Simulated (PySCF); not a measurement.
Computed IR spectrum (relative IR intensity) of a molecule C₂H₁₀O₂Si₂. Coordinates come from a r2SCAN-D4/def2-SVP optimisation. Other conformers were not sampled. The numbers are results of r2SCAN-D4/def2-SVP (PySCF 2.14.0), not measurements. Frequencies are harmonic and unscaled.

Lines under 2 % of the strongest are left out, and lines within 2 cm⁻¹ are merged.

ν (cm⁻¹): 84 (vw), 167 (vw), 290 (m), 336 (s), 342 (m), 473 (w), 496 (w), 647 (vw), 688 (w), 711 (m), 830 (vs), 851 (m), 883 (w), 932 (m), 942 (w), 1038 (m), 1054 (m), 1147 (w), 1154 (m), 1372 (m), 1378 (w), 1447 (vw), 2181 (m), 2187 (m), 2213 (m), 2229 (m), 2965 (m), 2982 (m), 3079 (vw), 3083 (w), 3807 (w), 3812 (w) (against the strongest line: vs over 80 %, s over 45 %, m over 15 %, w over 4 %, vw less)

### Question
Which structure fits?
A. C[Si@H](O)[Si@@H](C)O
B. C[SiH2]C[SiH](O)O
C. CO[Si@@](C)(O)[SiH3]
D. OC[SiH]([SiH3])CO

### Answer
D, OC[SiH]([SiH3])CO
